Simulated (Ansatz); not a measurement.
Single points on the cluster Co2O2⁻.

```yaml
crystal:
  periodic: [false, false, false]
  atoms:
    - {symbol: Co, position_ang: [-0.167381, 0.822480, 0.638195]}
    - {symbol: Co, position_ang: [0.166186, -0.823737, -0.637020]}
    - {symbol: O, position_ang: [0.876833, 0.868318, -0.891372]}
    - {symbol: O, position_ang: [-0.875639, -0.867062, 0.890186]}
basis:
  gaussian: {orbitals: def2-TZVPD, initial_orbitals: start.molden}
total_charge: -1
magnetization: {spin_polarized: true, initial_magnetization: 5}
hamiltonian: {xc: {name: BHLYP}, dispersion: d4}
scf: {omitted_lower_state_checks: [starts]}
output: {orbitals: {seedname: orbitals}}
```

The file start.molden holds the orbitals of an earlier run on this structure, at another level or in another basis.

```sh
$ ansatz run in.yaml --threads 4 --pin off --events-out ev --progress --plain --max-ram 3916MiB
```

Output, abridged:

```
Functional definition: BHLYP
1616 factors; their error is unknown
mean field evaluation 1: about -79344.0472 eV, gradient 8.2e0 eV
mean field evaluation 2: about -79344.5035 eV, gradient 8.9e-1 eV
mean field evaluation 4: about -79344.6922 eV, gradient 1.0e-1 eV
mean field evaluation 8: about -79345.4471 eV, gradient 1.5e-5 eV
mean field -79345.44705470 eV, -2915.8913969845 hartree, gradient 7.2e-6 eV, S^2 9.558820; 0 other end points of the search recorded, 0 dependent functions left out
reference -79345.44718553 eV, -2915.8914017924 hartree; 38, 33 occupied and 138, 143 virtual orbitals, 1616 factors
Total energy: -79345.59683759 eV, -2915.8969014042 hartree
Checks for a lower state left out: starts
```

Run time 40 s (4 threads of Intel Xeon on a shared host), peak host memory 1.1 GiB.

The first input with `hamiltonian: {xc: {text: "exchange = 0.65*pbe_x + 0.35*exact_x\ncorrelation = pbe_c"}}` (abridged; 34 s):

```
Functional definition: unnamed
mean field -79333.67219518 eV, -2915.4586788785 hartree, gradient 9.2e-6 eV, S^2 9.039554
Total energy: -79333.67221983 eV, -2915.4586797845 hartree
Checks for a lower state left out: starts
```

First input, but with `hamiltonian: {xc: {name: B3LYP}, dispersion: d4}` (abridged; 28 s):

```
Functional definition: B3LYP
mean field -79353.49734764 eV, -2916.1872397935 hartree, gradient 3.3e-6 eV, S^2 8.881818
Total energy: -79353.66685811 eV, -2916.1934691882 hartree
Checks for a lower state left out: starts
```

The first input with `hamiltonian: {xc: pbe, dispersion: d4}` (abridged; 15 s):

```
Functional definition: PBE
mean field evaluation 16: about -79335.8959 eV, gradient 1.9e-5 eV
mean field -79335.89592588 eV, -2915.5403994744 hartree, gradient 8.3e-6 eV, S^2 8.808340
Total energy: -79335.99791195 eV, -2915.5441473932 hartree
Checks for a lower state left out: starts
```

First input, but with `hamiltonian: {xc: pbe0, dispersion: d4}` (abridged; 34 s):

```
Functional definition: PBE0
mean field -79334.04036914 eV, -2915.4722090218 hartree, gradient 2.9e-6 eV, S^2 8.914357
Total energy: -79334.12526900 eV, -2915.4753290341 hartree
Checks for a lower state left out: starts
```

The first input with `hamiltonian: {xc: {text: "exchange = 0.95*pbe_x + 0.05*exact_x\ncorrelation = pbe_c"}}` (abridged; 27 s):

```
Functional definition: unnamed
mean field evaluation 16: about -79335.3550 eV, gradient 2.3e-5 eV
mean field -79335.35497278 eV, -2915.5205198145 hartree, gradient 6.8e-6 eV, S^2 8.821197
Total energy: -79335.35500686 eV, -2915.5205210672 hartree
Checks for a lower state left out: starts
```

As the first input, with `hamiltonian: {xc: {name: wB97X-V}}` (abridged; 84 s):

```
Functional definition: wB97X-V
mean field evaluation 16: about -79340.9515 eV, gradient 1.2e-5 eV
mean field -79340.95154164 eV, -2915.7261899267 hartree, gradient 9.8e-6 eV, S^2 8.895201
Total energy: -79340.95154055 eV, -2915.7261898866 hartree
Checks for a lower state left out: starts
```

Geometry: PBE-D4/def2-SVPD.

B3LYP takes the VWN-RPA correlation. At BHLYP-D4/def2-TZVPD, PBE with 35 % exact exchange/def2-TZVPD, B3LYP-D4/def2-TZVPD, PBE0-D4/def2-TZVPD and others the charge -1 sextet is spin-contaminated (final ⟨S²⟩ up to 9.56, 8.75 for a pure state). At PBE-D4/def2-TZVPD, PBE with 5 % exact exchange/def2-TZVPD the highest occupied level of the charge -1 sextet lies above zero (up to 0.95 eV). The electron is either unbound and held by the finite basis, or the level is raised by self-interaction error. The order of the spin states hangs on the level: the doublet lies 0.06 eV below the sextet at PBE0-D4/def2-TZVPD, but 0.21 eV above it at ωB97X-V/def2-TZVPD. The structure comes from a short search, and lower isomers may exist.
